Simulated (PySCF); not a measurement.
Two-component Hartree-Fock for Sr²⁹⁺ (strontium, charge +29)

Start: [He] 2s2 2p5; 2p1/2 filled at m_j = -1/2, +1/2; 2p3/2 filled at m_j = -1/2, +1/2, +3/2. Calculated with PySCF 2.14 in an even-tempered Gaussian basis (17 s from 10 bohr⁻², ratio 2.4; 12 p from 13 bohr⁻², ratio 2.4; 5 d from 53 bohr⁻², ratio 2.6; 4 f from 79 bohr⁻², ratio 2.6): generalised Hartree-Fock with the X2C-1e Hamiltonian and a Gaussian nucleus; one run each with spin-orbit coupling (SO) switched off, then screened by Boettger's factors.

```csv
spinor shell,electrons,"ε, spin-free (eV)","ε, screened SO (eV)",weight of nominal j (screened SO),"rms radius, screened SO (bohr)"
1s1/2,2,-17848.9,-17846.8,1.000,0.0450
2s1/2,2,-3747.1,-3746.5,1.000,0.181
2p1/2,2,-3525.9,-3574.6,0.991,0.157
2p3/2,3,-3525.9,-3502.2,0.994,0.161
```

| quantity | spin-free | screened SO |
| --- | --- | --- |
| E (hartree) | -2489.35260 | -2490.41783 |
| M_J | 3/2 | 3/2 |
| ⟨J²⟩ | 3.750 | 3.750 |
| ⟨L²⟩ | 2.000 | 2.001 |
| ⟨S²⟩ | 0.750 | 0.751 |

Each row is a mean over spinors that exchange with the open shell spreads, by up to 29.738 eV (2s1/2).

Breit and QED terms are absent; they matter most for the inner s and p1/2 levels.

Densities and radii are taken from the X2C orbitals without a picture-change correction, which distorts them close to the nucleus.

Without spin-orbit coupling the j labels of p, d and f shells carry no meaning; the spin-free column gives the mean over the occupied spinors of each nl shell.
